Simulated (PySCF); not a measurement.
**Basis and Hamiltonian dependence of the excitation energy of Ni²⁺**

Ni²⁺ [Ar] 3d8 (3F) → Ni²⁺ [Ar] 3d7 4s1 (5F). Calculated with PySCF 2.14 from differences of total energies of unrestricted determinants, without spin-orbit coupling. Values in eV.

```
                                                               basis       Hamiltonian  functions      UHF      LDA     PBE0  MP2 (valence)  CCSD(T) (valence)  CCSD(T) (valence and next inner shell)
                                                              STO-3G  non-relativistic         18  -12.231  -10.903  -11.002        -12.205                n/a                                     n/a
                                                        ANO-RCC-VTZP     spin-free X2C         59    5.520    7.314    6.941          7.182              6.936                                   6.953
                                                      aug-cc-pVDZ-DK     spin-free X2C         59    5.292    6.803    6.539          6.793              6.535                                     n/a
                                                         aug-cc-pVDZ  non-relativistic         59    5.878    7.400    7.134          7.385              7.129                                     n/a
                                                         def2-TZVPPD  non-relativistic         67    5.772    7.572    7.211          7.392              7.157                                   7.182
                                                      aug-cc-pVTZ-DK     spin-free X2C         93    5.061    6.740    6.404          6.674              6.422                                     n/a
                                                         aug-cc-pVTZ  non-relativistic         93    5.650    7.343    7.004          7.274              7.023                                     n/a
                                                         def2-QZVPPD  non-relativistic        100    5.649    7.370    7.024          7.281                n/a                                     n/a
                                                          dyall-av2z  non-relativistic        101    5.738    7.560    7.188          7.244              7.017                                     n/a
                                                        x2c-QZVPPall     spin-free X2C        108    5.053    6.768    6.421          6.703                n/a                                     n/a
 aug-cc-pVTZ with one added diffuse shell each of s, p, d, f, g type  non-relativistic        118    5.650    7.343    7.003          7.273                n/a                                     n/a
                                                       aug-cc-pwCVTZ  non-relativistic        127    5.642    7.356    7.011          7.323                n/a                                     n/a
                                                    aug-cc-pwCVTZ-DK     spin-free X2C        127    5.054    6.752    6.411          6.726                n/a                                     n/a
x2c-QZVPPall with one added diffuse shell each of s, p, d, f, g type     spin-free X2C        133    5.052    6.766    6.419          6.704                n/a                                     n/a
```

Frozen in the all-electron rows: valence: [Ar]; valence and next inner shell: [Ne].

At UHF, STO-3G, ANO-RCC-VTZP lie more than 0.3 eV from the median of the rows with comparable relativity. Of these, STO-3G, ANO-RCC-VTZP have no diffuse functions of the l that the added or promoted electron needs.

Non-relativistic rows lack the scalar-relativistic shift.
